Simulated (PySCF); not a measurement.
PySCF input (M06-2X/6-31G* with LANL2DZ past Ar (5d)):

```python
from pyscf import gto, dft

mol = gto.M(
    atom='''
    O    -1.01174800    2.26466700   -0.35369100
    B    -1.21318700    1.04721000   -0.14768600
    O    -2.31461300    0.20640600    0.01506800
    I     0.67491600   -0.48635600    0.06621700
    H    -3.09372500    0.77222800   -0.06209800
    ''',
    basis={'default': '6-31g*', 'I': 'lanl2dz'},
    ecp={'I': 'lanl2dz'},
    charge=-1,
    spin=0,
    verbose=4,
)

mf = dft.RKS(mol, xc='m062x')
mf.grids.level = 4
mf.conv_tol = 1e-9
mf.max_cycle = 100
mf.max_memory = 1500
mf.kernel()
if not mf.converged:
    mf = mf.newton()
    mf.kernel(mf.make_rdm1())
mf.dip_moment()
```

From the output:

```
  HOMO = -0.109719559053077  LUMO = 0.0495679279056497  gap/eV = 4.33443
cycle= 1 E= -187.014905013468  delta_E= -2.89  |g|= 1.11  |ddm|= 4.08
  HOMO = 0.109271882963089  LUMO = 0.272838470784528  gap/eV = 4.45087
cycle= 2 E= -186.75711257216  delta_E= 0.258  |g|= 1.65  |ddm|= 2.72
  HOMO = -0.105274475068276  LUMO = 0.25447214234344  gap/eV = 9.78920
cycle= 3 E= -187.327222663545  delta_E= -0.57  |g|= 0.28  |ddm|= 1.75
  HOMO = -0.0932559052303485  LUMO = 0.238918452733179  gap/eV = 9.03892
cycle= 4 E= -187.34366890305  delta_E= -0.0164  |g|= 0.0979  |ddm|=  0.3
  HOMO = -0.0920538168002352  LUMO = 0.245327750620067  gap/eV = 9.18062
cycle= 5 E= -187.345323952529  delta_E= -0.00166  |g|= 0.0252  |ddm|= 0.0801
  HOMO = -0.094495553587232  LUMO = 0.247311585549806  gap/eV = 9.30105
cycle= 6 E= -187.34550256244  delta_E= -0.000179  |g|= 0.00494  |ddm|= 0.0292
  HOMO = -0.0950253364889971  LUMO = 0.246929378002841  gap/eV = 9.30506
cycle= 7 E= -187.345510992872  delta_E= -8.43e-06  |g|= 0.00112  |ddm|= 0.00722
  HOMO = -0.0948806499175763  LUMO = 0.247052740973059  gap/eV = 9.30448
cycle= 8 E= -187.345511880111  delta_E= -8.87e-07  |g|= 0.00021  |ddm|= 0.0029
  HOMO = -0.0949526003277764  LUMO = 0.247025998045217  gap/eV = 9.30571
cycle= 9 E= -187.345511930324  delta_E= -5.02e-08  |g|= 4.49e-05  |ddm|= 0.000682
  HOMO = -0.0949444084191889  LUMO = 0.247035163060398  gap/eV = 9.30574
cycle= 10 E= -187.3455119318  delta_E= -1.48e-09  |g|= 9.86e-06  |ddm|= 0.000118
  HOMO = -0.0949472495681288  LUMO = 0.24703500810921  gap/eV = 9.30581
cycle= 11 E= -187.345511931864  delta_E= -6.38e-11  |g|= 2.03e-06  |ddm|= 2.5e-05
  HOMO = -0.0949469620014978  LUMO = 0.247034941928421  gap/eV = 9.30580
Extra cycle  E= -187.345511931865  delta_E= -1.25e-12  |g|= 1.32e-06  |ddm|= 4.18e-06
converged SCF energy = -187.345511931865

WARN: System has nonzero charge -1; the dipole moment is origin-dependent.
Location of origin: [0. 0. 0.]

Dipole moment(X, Y, Z, Debye): -0.44971, -2.49802,  0.42348
```

The dipole moment of an ion depends on the origin.

The geometry given is a B3LYP-D3(BJ)/def2-TZVP minimum.
